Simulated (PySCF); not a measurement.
HO₂, SMILES [O]O, multiplicity 2. Geometry optimised at PBE-D3(BJ)/def2-TZVPD. The isomer is the one that the SMILES or the coordinates give; other isomers of the formula were not compared.

Calculation: PBE-D3(BJ)/def2-TZVPD run with PySCF 2.14.0.

Harmonic wavenumbers (cm⁻¹): 1114, 1382, 3413. Rotational constants (GHz): 602.0, 33.36, 31.61; symmetry number 1.

**Question.** Work out the zero-point energy and the ideal-gas rigid-rotor harmonic-oscillator thermochemistry at 298.15 K and 1 atm.

**Answer.** ZPE = ½ Σ hcν = ½ × 5909 cm⁻¹ = 8.45 kcal/mol. H − E(el) = 10.84 kcal/mol. Entropy in cal/(mol K): translation 36.41, rotation 16.88, vibration 0.08, spin 1.38, total 54.75. G − E(el) = -5.49 kcal/mol. Cp = 8.33 cal/(mol K).
